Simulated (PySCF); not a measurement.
W+: interval between two levels

W+ [Xe] 4f14 5d4 6s1 [6D9/2, M_J = 9/2] → W+ [Xe] 4f14 5d3 6s1 6p1 [6G13/2, M_J = 13/2], as a difference of total energies. Computed with PySCF 2.14 in x2c-SVPall-2c with one added diffuse shell each of s, d type (8s9p10d2f, 99 functions), with the two-component X2C-1e Hamiltonian. "Screened" scales the spin-orbit matrix elements by Boettger's factors to mimic the two-electron term; Breit and QED terms are absent.

```json
{"method": "GHF (spin-free)", "interval between two levels (cm⁻¹)": "47923"}
{"method": "GHF (screened spin-orbit)", "interval between two levels (cm⁻¹)": "50305"}
```

The labels give the starting determinants; with spin-orbit coupling the two ends relaxed to ⟨J²⟩ = 24.78, ⟨L²⟩ = 6.56, ⟨S²⟩ = 8.51 and ⟨J²⟩ = 48.80, ⟨L²⟩ = 21.21, ⟨S²⟩ = 8.33.
